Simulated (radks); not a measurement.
Results of a calculation; reference values are marked as such.
Coulomb parameter of the 3d shell of the titanium ion Ti2+ in the model configuration [Ar] 3d0.5 4s1.5, as a second difference U = [E(n + 0.25) + E(n - 0.25) - 2 E(n)] / (0.25)^2 with all orbitals relaxed. "Bare": the charge of the atom changes with n. "Screened": the 4s shell takes up the change at fixed total charge, which measures U(3d,3d) + U(4s,4s) - 2 U(3d,4s). Level of theory: Dirac Kohn-Sham, PBE, spin-unpolarised, spherical densities, finite nucleus; open shells are shared between the two j in proportion to 2j + 1; Fermi nuclear charge, rms radius 3.5921 fm (a radial shooting solver on a logarithmic mesh with Libxc functionals).

| case | configuration | E - E(n) (eV) |
|---|---|---|
| start | [Ar] 3d0.5 4s1.5 | 0.000 |
| bare +0.25 | [Ar] 3d0.75 4s1.5 | -6.436 |
| bare -0.25 | [Ar] 3d0.25 4s1.5 | 7.412 |
| screened +0.25 | [Ar] 3d0.75 4s1.25 | -1.789 |
| screened -0.25 | [Ar] 3d0.25 4s1.75 | 2.025 |

U(bare) = 15.610 eV, U(screened by 4s) = 3.782 eV.
